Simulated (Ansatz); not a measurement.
Harmonic frequencies (cm⁻¹) at PBE0-D4/def2-TZVP from Ansatz: 133, 226, 354, 405, 524, 541, 623, 677, 806, 826, 844, 1030, 1143, 1374, 1652, 2268, 3210, 3770.

Each molecule was computed in one conformer, which needn't be the lowest.

Q: Which molecule is it?
A. `OC1=C[SiH]1Cl`
B. `ClC1=CO[SiH2]1`
C. `[OH][Zn][SiH3]`
D. `FB1CC=N1`

A: A.
